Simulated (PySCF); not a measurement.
NbOCl3, SMILES [O]=[Nb]([Cl])([Cl])[Cl], multiplicity 1.

Coordinates come from a PBE0-D3(BJ)/def2-SVP optimisation. The multiplicity is an assumed one; other spin states were not compared. The isomer is the one that the SMILES or the coordinates give; other isomers of the formula were not compared. The def2 effective core potentials stand for the cores of Nb; spin–orbit coupling is left out.

These are TDDFT-ωB97X/def2-SVPD in PySCF values and carry that method's errors.

Vertical excitations; the highest root listed may be one member of a degenerate set. The molecule is in vacuum. State labels are in the subgroup Cs.

Task: List the lowest excited states. (Estimate from the structure and the level; the computed values follow.)

Result: 
| state | symmetry | energy (eV) | λ (nm) | f | main pairs |
|---|---|---|---|---|---|
| S1 | A" | 5.12 | 242 | 0.000 | HOMO−1→LUMO+1 48 %, HOMO−2→LUMO 48 % |
| S2 | A' | 5.24 | 236 | 0.001 | HOMO−1→LUMO, HOMO−2→LUMO+1, HOMO−3→LUMO+1 (degenerate set) |
| S3 | A" | 5.24 | 236 | 0.001 | HOMO−2→LUMO, HOMO−1→LUMO+1, HOMO−3→LUMO (degenerate set) |
| S4 | A' | 5.49 | 226 | 0.003 | HOMO−2→LUMO+1 48 %, HOMO−1→LUMO 48 % |
| S5 | A' | 5.60 | 222 | 0.010 | HOMO→LUMO, HOMO−3→LUMO+1 (degenerate set) |
| S6 | A" | 5.60 | 222 | 0.010 | HOMO→LUMO+1, HOMO−3→LUMO (degenerate set) |
| S7 | A" | 5.76 | 215 | 0.040 | HOMO→LUMO+1, HOMO−3→LUMO, HOMO−5→LUMO, HOMO−4→LUMO+1 (degenerate set) |
| S8 | A' | 5.76 | 215 | 0.040 | HOMO→LUMO, HOMO−3→LUMO+1, HOMO−5→LUMO+1, HOMO−4→LUMO (degenerate set) |
| S9 | A" | 6.09 | 204 | 0.000 | HOMO−5→LUMO 42 %, HOMO−4→LUMO+1 42 % |
| S10 | A' | 6.10 | 203 | 0.002 | HOMO−4→LUMO 47 %, HOMO−5→LUMO+1 47 % |
| T1 | A" | 5.01 | 247 | 0 | HOMO−2→LUMO 49 %, HOMO−1→LUMO+1 48 % |
| T2 | A' | 5.03 | 246 | 0 | HOMO→LUMO, HOMO−1→LUMO, HOMO−2→LUMO+1 (degenerate set) |
| T3 | A" | 5.03 | 246 | 0 | HOMO→LUMO+1, HOMO−1→LUMO+1, HOMO−2→LUMO (degenerate set) |
| T4 | A" | 5.14 | 241 | 0 | HOMO→LUMO+1 56 %, HOMO−2→LUMO 12 %, HOMO−1→LUMO+1 12 % |
Triplets are in the Tamm–Dancoff approximation, which puts them higher than full response would, so one can lie above its singlet here.
